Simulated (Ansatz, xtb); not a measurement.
# Two isomers of GeH6Sn2

Structure I: `[GeH3][SnH2][SnH]`, a singlet. Structure II: `[GeH3][Sn][SnH3]`, a singlet. Both are isolated molecules in the gas phase, relaxed with PBE0-D3(BJ)/def2-SVP; the shapes shown needn't be the lowest conformers.

I (Å):

```xyz
9

Ge    1.1134    1.0890    0.2776
Sn   -1.2208    2.1685   -0.2271
Sn   -2.7443    0.4228   -1.9069
H     2.0190    2.0390    1.0866
H     0.9383   -0.2165    1.0786
H     1.8444    0.7392   -1.0357
H    -0.9043    3.7159   -0.9186
H    -1.9515    2.4676    1.3052
H    -2.9027   -0.6620   -0.5025
```

II (Å):

```json
{"atom": "Ge", "x (Å)": "1.1734", "y (Å)": "1.1754", "z (Å)": "0.9935"}
{"atom": "Sn", "x (Å)": "-1.1608", "y (Å)": "2.4000", "z (Å)": "1.5271"}
{"atom": "Sn", "x (Å)": "-2.0319", "y (Å)": "1.5142", "z (Å)": "-1.0590"}
{"atom": "H", "x (Å)": "2.0764", "y (Å)": "0.9685", "z (Å)": "2.2304"}
{"atom": "H", "x (Å)": "1.0195", "y (Å)": "-0.1933", "z (Å)": "0.2918"}
{"atom": "H", "x (Å)": "1.9475", "y (Å)": "2.0936", "z (Å)": "0.0148"}
{"atom": "H", "x (Å)": "-3.2649", "y (Å)": "2.4859", "z (Å)": "-1.7656"}
{"atom": "H", "x (Å)": "-0.7713", "y (Å)": "1.3650", "z (Å)": "-2.2221"}
{"atom": "H", "x (Å)": "-2.7053", "y (Å)": "-0.0617", "z (Å)": "-0.8617"}
```

**Question.** Estimate which is lower in electronic energy at CCSD(T)/def2-SVP + ΔMP2/def2-TZVPP, and by roughly how much.

**Answer.** Too close to call at this level: CCSD(T)/def2-SVP + ΔMP2/def2-TZVPP gives E(II) − E(I) = +0.09 kcal/mol.

How the difference moves with the method:

```
                             level              geometry  E(II) − E(I) (kcal/mol)  departure from the last row (kcal/mol)  job, with rough time for the two
              PBE0-D3(BJ)/def2-SVP  PBE0-D3(BJ)/def2-SVP                     −0.29                                   −0.38               optimisation, 2 min
                       HF/def2-SVP  PBE0-D3(BJ)/def2-SVP                     +0.90                                   +0.80           part of the CCSD(T) run
                      MP2/def2-SVP  PBE0-D3(BJ)/def2-SVP                     −0.04                                   −0.13           part of the CCSD(T) run
                  CCSD(T)/def2-SVP  PBE0-D3(BJ)/def2-SVP                     +0.04                                   −0.05                      single point
CCSD(T)/def2-SVP + ΔMP2/def2-TZVPP  PBE0-D3(BJ)/def2-SVP                     +0.09                                                        single point, 37 s
```

As drawn, both hold the same kinds of bond in the same numbers.

The largest departure from CCSD(T)/def2-SVP + ΔMP2/def2-TZVPP is that of HF/def2-SVP, 0.80 kcal/mol. Levels run at GFN2-xTB geometries aren't shown. The last row adds to CCSD(T) the change of the MP2 difference between the two basis sets, here +0.05 kcal/mol.

With harmonic frequencies from PBE0-D3(BJ)/def2-SVP (ideal gas, rigid rotor, one conformer each, 298.15 K, 1 atm): on the last row, ΔE + ΔZPE = +0.38 kcal/mol. A mode under 50 cm⁻¹ makes harmonic enthalpies and free energies unreliable, so none is given.

The correlated steps freeze 17 core orbitals; the filled d shell of Ge and Sn is correlated, in a basis made for valence electrons. Atoms past krypton carry core potentials in the def2 sets and no spin–orbit term is included. Codes used: Ansatz 0.2.0; the last row on 2 threads of Intel(R) Xeon(R) 6975P-C (Granite Rapids) on a shared host.
